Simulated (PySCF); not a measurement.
Ionisation energy of Cl⁺ by level of theory

Cl⁺ [Ne] 3s2 3p4 (3P) → Cl²⁺ [Ne] 3s2 3p3 (4S), as a difference of total energies. Calculation: PySCF 2.14, in aug-cc-pCVTZ-DK with one added diffuse shell each of s, p, d, f type (9s8p6d4f, 91 functions); the spin-free X2C one-electron Hamiltonian (Gaussian nucleus). Correlated levels: valence and next inner shell: 1s2 frozen. The calculations carry no spin-orbit coupling.

```
                                method  ionisation energy (eV)  plus first-order spin-orbit estimate  error of that sum (eV)
                                   UHF                  22.573                                22.612                  -1.202
    MP2 (valence and next inner shell)                  23.391                                23.430                  -0.384
SCS-MP2 (valence and next inner shell)                  23.469                                23.509                  -0.305
   CCSD (valence and next inner shell)                  23.503                                23.543                  -0.271
CCSD(T) (valence and next inner shell)                  23.536                                23.576                  -0.238
```

Reference: 23.814 eV (measured; NIST Atomic Spectra Database, ionization energies).

A first-order spin-orbit estimate (lowest level to lowest level, LS coupling) adds 0.040 eV.

Errors of the correlated levels include the incompleteness of this basis and the frozen core.
